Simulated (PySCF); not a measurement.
CH4ClFOSi2, SMILES [Si@H]1([Si@H](OC1)F)Cl.

Coordinates come from a B3LYP-D3(BJ)/def2-SVP optimisation. The structure was generated by enumeration; whether it is a known compound was not checked.

Computed with PBE/def2-TZVP (PySCF).

- total energy = -1254.30748 hartree
- highest occupied level = -6.75 eV
- lowest empty level = -1.92 eV
- orbital gap = 4.83 eV
- dipole moment = 1.05 D
- quadrupole, principal values (traceless, Buckingham form, about the centre of nuclear charge) = -8.71, 0.84, 7.88 D·Å
- mean static polarisability = 78.0 bohr³ (11.55 Å³)
- polarisability, principal values = 67.7, 74.8, 91.4 bohr³
